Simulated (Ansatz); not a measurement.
Geometry optimisation, RKS PBE0-D4/STO-3G in Ansatz 0.2.0.

The input (input.yaml):

```yaml
crystal:
  periodic: [false, false, false]
  atoms:
    - { symbol: O, position_ang: [0.2182, -1.8619, 1.2251] }
    - { symbol: C, position_ang: [-0.1112, -0.8343, 0.5921] }
    - { symbol: "N", position_ang: [-0.6604, 0.3823, 0.6848] }
    - { symbol: Si, position_ang: [0.3461, 0.0067, -0.8948] }
    - { symbol: F, position_ang: [-0.871, 0.1079, -2.019] }
    - { symbol: H, position_ang: [-0.1329, 1.012, 1.3259] }
    - { symbol: H, position_ang: [1.2723, 1.1192, -0.9598] }
basis:
  gaussian: { orbitals: STO-3G }
hamiltonian:
  xc: pbe0
  dispersion: d4
relax:
  f_tol: 0.02
  max_steps: 40
scf:
  lower_state_search: "off"
```

Run as:

```bash
$ ansatz run input.yaml --threads 1 --pin off --max-ram 2048MiB --backend cpu --events-out ev --progress --plain --runs-dir out
```

Problem. Where does it end, and by what steps?

Solution. The run converged. Limits of this set-up: minimal basis. After 11 steps the energy has fallen by 1.218 eV; H6 moved furthest, 0.57 Å.

```
step  energy less start (eV)  largest force component (eV/Å)  accepted
   0                  0.0000                           6.220       yes
   1                 -0.7133                           3.010       yes
   2                 -0.9823                           1.404       yes
   3                 -1.0903                           1.059       yes
   4                 -1.0521                           1.700        no
   5                 -1.1532                           1.140       yes
   6                 -1.1971                           0.393       yes
   7                 -1.2092                           0.419       yes
   8                 -1.0387                           4.036        no
   9                 -1.2172                           0.085       yes
  10                 -1.2180                           0.047       yes
  11                 -1.2182                           0.015       yes
```

```xyz
7
Properties=species:S:1:pos:R:3
O 0.192 -1.916 1.358
C 0.096 -0.908 0.649
N -0.327 0.418 0.709
Si 0.259 0.124 -0.913
F -0.894 0.297 -2.057
H -0.667 0.983 1.517
H 1.403 0.934 -1.309
```

Whether the end is a true minimum wasn't checked by a vibrational analysis.

Time of the run: 37 s on 1 thread of Intel(R) Xeon(R) Platinum 8259CL CPU @ 2.50GHz (Skylake/Cascade Lake), with other jobs on the host, peak memory 0.21 GiB.
